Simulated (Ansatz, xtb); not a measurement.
Relaxing a trial structure of AlClFH2Si+

The starting geometry of this gas-phase singlet has its atoms placed at random.

```xyz
6

Al   -0.0621   -1.0481    0.7059
Cl   -1.8667   -0.6376   -0.3041
F    -0.2276   -0.4669   -1.6229
Si    0.9765    0.9257   -0.1093
H    -0.4773    1.2802    0.9148
H    -1.1796    0.0410   -1.3136
```

Q: One run relaxed it with r2SCAN-D4/def2-SVP. What is a likely outcome?

A: It ends as a structure given below by its coordinates. Contacts that open: Cl2–H6 (1.40 → 5.84 Å). Contacts that close: F3–H6 (1.12 → 0.94 Å), Si4–H5 (1.81 → 1.53 Å).

The energy falls by 3.90 eV over 40 steps:

```json
{"step": "1", "E − E(last) (eV)": "3.899"}
{"step": "5", "E − E(last) (eV)": "0.758"}
{"step": "10", "E − E(last) (eV)": "0.582"}
{"step": "14", "E − E(last) (eV)": "0.578"}
{"step": "18", "E − E(last) (eV)": "0.496"}
{"step": "23", "E − E(last) (eV)": "0.311"}
{"step": "27", "E − E(last) (eV)": "0.169"}
{"step": "31", "E − E(last) (eV)": "0.053"}
{"step": "36", "E − E(last) (eV)": "0.006"}
{"step": "40", "E − E(last) (eV)": "0.000"}
```

Final geometry (Å):

```xyz
6

Al   -1.0821   -1.0609    0.7616
Cl   -2.3501   -2.5419    1.4114
F    -0.3435    0.8450   -1.8076
Si    0.7996    0.4218   -0.0650
H     0.0280    1.5557    0.6022
H     0.1114    0.8746   -2.6319
```

From the same start GFN2-xTB ends elsewhere, differing in Al1–F3 (1.66 against 3.28 Å here), Cl2–H6 (1.27 against 5.84 Å here), F3–H6 (2.80 against 0.94 Å here).

From so rough a start the end depends on the optimiser's path, so another program may land elsewhere. The end wasn't checked by frequencies. Run with Ansatz 0.2.0, 2.7 min on 1 thread of Arm Neoverse V2, on a shared host.
